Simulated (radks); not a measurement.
Neutral ruthenium: order these configurations by energy. Method: non-relativistic Kohn-Sham, PBE, spin-polarised, spherical densities, point nucleus; computed with a radial shooting solver on a logarithmic mesh with Libxc functionals. Open shells are filled with parallel spins first. [Kr] 4d6 5s1 5p1; [Kr] 4d6 5s2; [Kr] 4d7 5p1; [Kr] 4d7 5s1; [Kr] 4d8.

Answer. From the lowest, in eV above it: [Kr] 4d7 5s1 0.000; [Kr] 4d8 0.447; [Kr] 4d6 5s2 1.704; [Kr] 4d7 5p1 3.282; [Kr] 4d6 5s1 5p1 3.969.
